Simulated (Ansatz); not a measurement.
The lowest singlet and triplet of ClGa (SMILES [Cl][Ga]); geometries from B3LYP-D3(BJ)/def2-TZVP, each state relaxed from the structure named, with no frequency check.
Singlet (charge 0, multiplicity 1):
```xyz
2

Cl     0.00000     0.00000    -1.44595
Ga     0.00000     0.00000     0.79294
```

```
level                                        gap E(singlet) − E(triplet), vertical, at the singlet's geometry (eV)  cost
-------------------------------------------  ---------------------------------------------------------------------  ----
R-HF/def2-QZVPP                                                                                             -2.637     -
R-PBE/def2-TZVPP                                                                                            -3.574    ×1
U-r2SCAN/def2-TZVPP                                                                                         -3.396    ×3
U-PBE0/def2-TZVPP                                                                                           -3.460  ×0.9
U-BHLYP/def2-TZVPP                                                                                          -3.571  ×0.9
U-B2PLYP/def2-TZVPP                                                                                         -3.577    ×1
U-MP2/def2-QZVPP                                                                                            -3.273     -
R-SCS-MP2/def2-QZVPP                                                                                        -3.416     -
U-CCSD(T)/def2-SVP                                                                                          -3.341  ×0.8
R-CCSDT/def2-SVP                                                                                            -3.338     -
R-CCSDT(Q)/def2-SVP                                                                                         -3.338    ×3
SC-NEVPT2 on SA-CASSCF(2,3)/def2-QZVPP                                                                      -3.454     -
FIC-NEVPT4(SD) on SA-CASSCF(2,3)/def2-TZVPP                                                                 -3.424     -
FIC-MRCISD+Q on SA-CASSCF(2,3)/def2-QZVPP                                                                   -3.416     -
```

The rows run from -3.577 (U-B2PLYP/def2-TZVPP) to -2.637 eV (R-HF/def2-QZVPP). The 4 U-functionals in def2-TZVPP without D3 or D4 span 0.181, from U-B2PLYP to U-r2SCAN.

A positive gap puts the triplet lower; no zero-point energy. R- takes a restricted singlet. U- takes an unrestricted singlet (broken symmetry where lower, unprojected). The triplet is unrestricted in single-reference levels. Active spaces average the two states.

Cores are frozen in the correlated methods. Filled d and f shells under p-block atoms count as core.

Programs: Ansatz (an electronic-structure program) with Gaussian orbitals. Values without a source in brackets are computed.

Costs are rough ratios of core time to R-PBE/def2-TZVPP (about 6 s over the structures, on one shared machine); a dash marks a level with no comparable run of its own.
